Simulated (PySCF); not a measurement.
# Working out the ionisation energy of Ge

Ge [Ar] 3d10 4s2 4p2 (3P) → Ge⁺ [Ar] 3d10 4s2 4p1 (2P). Computed with PySCF 2.14 in Sapporo-DKH3-DZP-2012 (6s5p3d1f, 43 functions), with scalar relativity by spin-free X2C-1e. Frozen: [Ar] 3d10. Energies in hartree (1 hartree = 27.21139 eV):

| part | Ge (lower) | Ge⁺ (upper) |
| --- | --- | --- |
| UHF | -2097.005729 | -2096.733401 |
| CCSD correlation | -0.056564 | -0.045039 |
| (T) | -0.000820 | -0.000461 |

**Question.** What does Hartree-Fock give?

**Answer.** (-2096.733401) − (-2097.005729) = 0.272328 hartree = 7.410 eV.

**Question.** What do CCSD and CCSD(T) give?

**Answer.** The CCSD correlation energies differ by 0.011525 hartree = 0.314 eV and the triples by 0.000359 hartree = 0.010 eV, so CCSD gives 7.724 eV and CCSD(T) 7.734 eV.

Measured between the centres of the two terms (NIST): 7.925 eV, so CCSD(T) (valence) is off by -0.191 eV.

A double-zeta basis recovers only part of the correlation energy.

What remains against the reference includes basis incompleteness, the frozen core and higher excitations.
